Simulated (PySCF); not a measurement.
# Bonding in `C=CC[C@@](C)(NC)[SiH2]C`

C₇H₁₇NSi.
Atom-mapped SMILES: `[CH2:1]=[CH:2][CH2:3][C@@:4]([CH3:5])([NH:6][CH3:7])[SiH2:8][CH3:9]` (hydrogens: H10, H11 on C1; H12 on C2; H13, H14 on C3; H15, H16, H17 on C5; H18 on N6; H19, H20, H21 on C7; H22, H23 on Si8; H24, H25, H26 on C9)

Cartesian coordinates in Å at the GFN2-xTB level; atoms count from 1:
```
atom  x, y, z in Å
C1     3.0392    0.1844    0.3469
C2     2.0541   -0.4802   -0.2289
C3     0.7500   -0.7969    0.4245
C4    -0.4666   -0.3010   -0.3750
C5    -0.6792   -1.1757   -1.6157
N6    -1.6351   -0.2921    0.5128
C7    -1.9970   -1.5324    1.1741
Si8   -0.2587    1.5518   -0.8555
C9     0.0248    2.5900    0.7006
H10    3.9705    0.3781   -0.1585
H11    2.9599    0.5572    1.3553
H12    2.1774   -0.8539   -1.2368
H13    0.7173   -0.3407    1.4151
H14    0.6831   -1.8844    0.5445
H15   -1.5880   -0.8755   -2.1360
H16    0.1509   -1.0651   -2.3075
H17   -0.7642   -2.2301   -1.3519
H18   -2.4353    0.0310   -0.0222
H19   -2.1746   -2.3742    0.4903
H20   -2.9109   -1.3597    1.7420
H21   -1.2138   -1.8160    1.8755
H22    0.8341    1.7200   -1.8218
H23   -1.5079    1.9704   -1.5135
H24    1.0250    2.4440    1.0949
H25   -0.0912    3.6464    0.4818
H26   -0.6850    2.3271    1.4783
```

Bond orders from the PBE0/pcSseg-1 density (PySCF). Isolated species at its GFN2-xTB geometry (one conformer only).

Q: Where do the orders between heavy atoms depart from those drawn in the SMILES?

A: The largest departure is 0.170, at C4–Si8 (drawn single, 0.830). Drawn single, order below 0.88: C4–Si8 (0.830).

Q: Set the Mayer orders of the bonds between heavy atoms beside their lengths.

A: 
```json
{"bond": "C1–C2", "drawn as": "double", "length (Å)": "1.320", "Mayer order": "1.988"}
{"bond": "C2–C3", "drawn as": "single", "length (Å)": "1.493", "Mayer order": "1.038"}
{"bond": "C3–C4", "drawn as": "single", "length (Å)": "1.538", "Mayer order": "0.983"}
{"bond": "C4–C5", "drawn as": "single", "length (Å)": "1.533", "Mayer order": "1.002"}
{"bond": "C4–N6", "drawn as": "single", "length (Å)": "1.468", "Mayer order": "0.972"}
{"bond": "N6–C7", "drawn as": "single", "length (Å)": "1.451", "Mayer order": "0.996"}
{"bond": "C4–Si8", "drawn as": "single", "length (Å)": "1.925", "Mayer order": "0.830"}
{"bond": "Si8–C9", "drawn as": "single", "length (Å)": "1.892", "Mayer order": "0.970"}
```

By pair of heavy elements: C–C: lowest C3–C4 (0.983, 1.538 Å), highest C1–C2 (1.988, 1.320 Å). C–N: lowest C4–N6 (0.972, 1.468 Å), highest N6–C7 (0.996, 1.451 Å). C–Si: lowest C4–Si8 (0.830, 1.925 Å), highest Si8–C9 (0.970, 1.892 Å).

Q: And the bonds to hydrogen?

A: C–H: 0.92 to 0.97 (14 bonds); H–N: 0.93 (1 bond); H–Si: 0.94 (2 bonds).

Q: Sum the orders of all bonds at each heavy atom with more than one neighbour and set the sums beside the valence in the SMILES.

A: C1 3.891 (drawn 4), C2 3.978 (drawn 4), C3 3.887 (drawn 4), C4 3.787 (drawn 4), C5 3.867 (drawn 4), N6 2.895 (drawn 3), C7 3.882 (drawn 4), Si8 3.686 (drawn 4), C9 3.835 (drawn 4). Orders between atoms that aren't bonded are not in these sums.

The Mayer order sums products of elements of PS (density times overlap matrix) between the two atoms' basis functions, so it depends on the basis set.
